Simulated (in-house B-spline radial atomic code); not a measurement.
Results of a calculation; reference values are marked as such.
**Fe in an electron gas of r_s = 3.3: phase shifts, screening and friction**

A nucleus sits in a uniform electron gas with a rigid positive background. The Kohn-Sham equations are solved self-consistently in the spin-unpolarised LDA (PW92), non-relativistic, on B-splines with outgoing waves at the boundary and partial waves to l = 8. The model has no lattice, no bands and no magnetic solution. Atomic units; δ_l are the phase shifts at the Fermi level, counted so that each bound state adds π, and good to about 0.0005. A narrow, partly filled d or f resonance in a thin gas would split by spin, so such rows rest on a solution that is probably unstable.

The density parameter is r_s = 3.3 bohr.

```tsv
l	δ_l (rad)
0	9.7233
1	6.3773
2	2.4257
3	-0.0198
4	-0.0011
5	-0.0003
6	-0.0002
7	-0.0003
8	-0.0002
```

Bound levels below the band bottom (hartree): s -253.7, s -29.04, p -25.03, s -2.86, p -1.692.

Q: Check the Friedel sum rule, and say where the screening charge sits.

A: k_F = (9π/4)^(1/3)/r_s = 0.58156. The rule is Z = (2/π) Σ (2l + 1) δ_l. The terms are s 6.190, p 12.180, d 7.721, f -0.088 and -0.015 beyond, in all 25.988 against Z = 26. Bound states hold 6 s, 12 p, 0 d electrons, so the scattering states carry 7.99 in all.

Q: Find the transport cross section and the electronic stopping of a 1 keV Fe ion (mass 55.84 u).

A: σ_tr = (4π/k_F²) Σ (l + 1) sin²(δ_l − δ_(l+1)). The terms for l = 0 to 3 are 0.0412, 1.0492, 1.2335, 0.0014, all together 2.3253, so σ_tr = 37.155 × 2.3253 = 86.397 bohr². With n = 3/(4π r_s³) = 0.006643, the friction coefficient is Q = n k_F σ_tr = 0.3338. For v well below v_F = 0.582, dE/dx = Q v; with 24801 eV per u at v = 1, v = √(1000/(24801 × 55.84)) = 0.0269, so dE/dx = 0.00897 hartree/bohr = 4.61 eV/nm. The largest term couples the d and f waves.
